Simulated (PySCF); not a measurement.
Species: C4H9NSi2.
Numbering: `[N:1]#[C:2][CH2:3][SiH:4]1[CH2:5][SiH2:6][CH2:7]1` (hydrogens: H8, H9 on C3; H10 on Si4; H11, H12 on C5; H13, H14 on Si6; H15, H16 on C7)

Geometry (PBE0-D3(BJ)/def2-SVP, Å), atoms numbered from 1 in this order:
```
atom  x, y, z in Å
N1     3.5916   -0.0721   -1.1260
C2     2.6766   -0.5505   -0.6003
C3     1.5044   -1.0830    0.0598
Si4    0.3855    0.3044    0.7442
C5    -0.3019    1.3530   -0.6752
Si6   -1.8590    0.2576   -0.5978
C7    -1.3378   -0.3945    1.1190
H8     0.9209   -1.6871   -0.6551
H9     1.8065   -1.7504    0.8836
H10    1.1139    1.0023    1.8461
H11    0.2749    1.4033   -1.6099
H12   -0.5196    2.3833   -0.3474
H13   -3.1774    0.9585   -0.6661
H14   -1.8256   -0.8268   -1.6274
H15   -1.4480   -1.4651    1.3430
H16   -1.8317    0.1786    1.9220
```

Linear response at B3LYP/def2-SVPD (PySCF, frozen core in the response, non-relativistic).

Static isotropic polarisability: 101.64 au (15.06 Å³), principal values 86.9, 95.1, 123.0 au.

Q: What is the polarisability at 1064 nm and at the sodium D line?

A: 102.61 au at 1064 nm (+1.0 %), 104.90 au at 589.3 nm (+3.2 %). The rise at 589.3 nm is 3.36 times that at 1064 nm; a pure ω² law gives 3.26. The lowest singlet lies at 193 nm, shorter than both wavelengths.

Q: What is the isotropic C6 coefficient between two such molecules, C6 = (3/π)∫α(iω)² dω?

A: 3821 au (Eh·bohr⁶) by a ten-point quadrature over imaginary frequencies, which is 2280 eV·Å⁶ or 220 J·nm⁶/mol.

Q: Which effective excitation energy ω̄ makes London's formula C6 = (3/4)α²ω̄ exact here?

A: ω̄ = 4·C6/(3α²) = 0.493 Eh = 13.4 eV. A one-pole form α(ω) = α/(1 − ω²/ω̄²) fitted to the 1064 nm value gives 12.0 eV. London's choice of the ionisation energy (9.78 eV, ΔSCF at the same level) gives C6 = 2780 au, 27 % too low.

Q: What molar refraction at the D line follows from R = (4π/3)·N_A·α′, with α′ the polarisability volume?

A: α′ = 15.54 Å³ gives R = 39.21 cm³/mol, for isolated, non-vibrating species.

Q: The lowest 10 singlets have (eV, f): 6.42, 0.001; 6.86, 0.007; 6.99, 0.005; 7.20, 0.009; 7.32, 0.057; 7.39, 0.011; 7.42, 0.016; 7.49, 0.072; 7.56, 0.003; 7.61, 0.027. What share of the static polarisability do they carry in the sum over states α = Σ f/ω²?

A: 2.82 au, 2.8 % of α; the largest term, 0.94 au, is that of the state at 7.49 eV. Their oscillator strengths add up to 0.21. Higher states carry the rest.

Q: What three-body coefficient follows from the one-pole estimate C9 = (3/4)·α·C6?

A: 291000 au. This is an estimate from the two numbers above, not a computed integral.

Q: What n − 1 at the D line would an ideal gas of it have at 273.15 K and 1 atm (2.6868 × 10¹⁹ cm⁻³), by n − 1 = 2π·N·α′?

A: 26.24 × 10⁻⁴, a formal value whether or not that pressure can be reached.

One conformer stands for the species.
